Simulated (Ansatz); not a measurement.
Start from `CCB(S)S` and change one atom or group to get `COB(S)S`.

Ansatz, PBE0-D4/def2-TZVP geometries, multiplicity 1. Each molecule was computed in one conformer, which needn't be the lowest.

| property | `CCB(S)S` |
| --- | --- |
| LUMO energy (PBE0/def2-TZVPP) / eV | -0.53 |
| size of the dipole moment (B3LYP/def2-TZVPP) / D | 0.54 |
| HOMO–LUMO gap (ωB97M-V/def2-TZVPP) / eV | 11.03 |
| HOMO–LUMO gap (PBE/def2-TZVPP) / eV | 4.82 |
| HOMO energy (B3LYP/def2-TZVPP) / eV | -7.19 |
| LUMO energy (ωB97M-V/def2-TZVPP) / eV | 1.47 |

Task: What does the change do to each property? (Estimate.)

Result: Ansatz gave: 
```tsv
property	`COB(S)S`	shift
LUMO energy (PBE0/def2-TZVPP) / eV	0.18	0.71
size of the dipole moment (B3LYP/def2-TZVPP) / D	1.35	0.81
HOMO–LUMO gap (ωB97M-V/def2-TZVPP) / eV	11.41	0.38
HOMO–LUMO gap (PBE/def2-TZVPP) / eV	5.36	0.54
HOMO energy (B3LYP/def2-TZVPP) / eV	-7.07	0.12
LUMO energy (ωB97M-V/def2-TZVPP) / eV	1.94	0.47
```

With PBE0 the HOMO rises by 0.10 eV and the LUMO rises by 0.71 eV, so the gap widens by about 0.61 eV. PBE moves the HOMO by 0.15 eV and ωB97M-V by 0.09 eV. Dipoles are sizes alone; their direction can turn.

B3LYP here is the variant with VWN-RPA as its local correlation; programs differ in this.
